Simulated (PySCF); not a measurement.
Structure problem from calculated spectra and properties.

Formula: C2H3F5S.

| Item | Value |
| --- | --- |
| Valence photoelectron | vertical ionisation energy: 11.60 eV [ΔSCF CAM-B3LYP/def2-SVPD] |
| Dipole | 3.47 D [CAM-B3LYP/def2-SVPD] |
| UV, first state | lowest singlet excitation: 6.79 eV (183 nm, f = 0.000) [TDDFT CAM-B3LYP/def2-SVPD] |
| Rotational structure | rotational constants A, B, C: 2.517, 1.713, 1.684 GHz [PBE0-D3(BJ)/def2-SVP] |
| Triplet | lowest triplet excitation (Tamm–Dancoff): 4.33 eV [TDA CAM-B3LYP/def2-SVPD] |
| 13C NMR | chemical shifts (computed TMS as zero) by class: 155.1 (1 C), 136.1 (1 C) ppm [GIAO HF/pcSseg-2] |

The electronic properties come from PySCF, for the isolated species, density fitting. Levels stand in brackets. Geometry: PBE0-D3(BJ)/def2-SVP; no solvent, vibrations or thermal averaging. Each NMR value is the plain mean over a class of atoms that symmetry, rotation or inversion makes alike.

**Question.** What is the compound? Reason from the data.

**Answer.** Numbering: `[CH2:1]=[CH:2][S:3]([F:4])([F:5])([F:6])([F:7])[F:8]`. 2 carbons fall into 2 classes; from least to most shielded: alkene CH carbon [C2] (155.1 ppm), terminal =CH2 carbon [C1] (136.1 ppm). The first electron is taken from the HOMO, whose largest Löwdin shares are 0.42 on the alkene CH carbon and 0.37 on the terminal =CH2 carbon. The optimised geometry has point group Cs and is an asymmetric top. Structure: `C=CS(F)(F)(F)(F)F`. The assignments are read from this structure; whether some other isomer fits the data as well wasn't checked.
